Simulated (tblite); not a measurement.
Isomers of C6H11O2 (doublet state). All values are computed: GFN2-xTB (tblite) harmonic vibrations without scaling, gas phase. The method is semi-empirical: single wavenumbers can be off by several per cent or more. One conformer each. Open shells enter through the occupations alone, without spin polarisation, and single modes of such species can be off by tens of per cent.

Electronic energies: GFN2-xTB at the same geometries; isomer energies are rough at this level and their order can be wrong.

```json
{"SMILES": "CO[C]1CCCCO1", "electronic energy, lowest = 0 (kJ/mol)": "27.6"}
{"SMILES": "CC[C@@H]1CO[C@H]1C[O]", "electronic energy, lowest = 0 (kJ/mol)": "159.2"}
{"SMILES": "CCCOC[CH]C=O", "electronic energy, lowest = 0 (kJ/mol)": "114.5"}
{"SMILES": "C[C](C)[C@@H](C)C(=O)O", "electronic energy, lowest = 0 (kJ/mol)": "0.0"}
```

Question: How do GFN2-xTB zero-point energies change the relative energies?

Answer: 
```csv
SMILES,ZPE (kJ/mol),of it from modes above 1550 cm⁻¹,electronic (kJ/mol),"with ZPE, lowest = 0 (kJ/mol)",lowest mode (cm⁻¹),rings
C[C](C)[C@@H](C)C(=O)O,413.0,210.3,0.0,0.0,54,0
CO[C]1CCCCO1,422.1,195.2,27.6,36.8,53,1
CCCOC[CH]C=O,410.2,202.4,114.5,111.7,35,0
CC[C@@H]1CO[C@H]1C[O],418.2,193.4,159.2,164.4,91,1
```

The zero-point energies span 11.9 kJ/mol, from `CCCOC[CH]C=O` to `CO[C]1CCCCO1`. The order is unchanged.

Question: What do entropy and thermal enthalpy add at 298.15 K and 1 bar (rigid rotor, harmonic oscillator, one conformer each)?

Answer: 
```csv
SMILES,point group,symmetry number,S (J/(mol K)),H − H(0) (kJ/mol),ZPE + H − H(0) − TS (kJ/mol)
C[C](C)[C@@H](C)C(=O)O,C1,1,414.6,29.45,318.8
CO[C]1CCCCO1,C1,1,386.3,24.95,331.9
CCCOC[CH]C=O,C1,1,426.7,29.16,312.2
CC[C@@H]1CO[C@H]1C[O],C1,1,381.0,24.85,329.5
```

S holds R ln(2S + 1) for the spin.
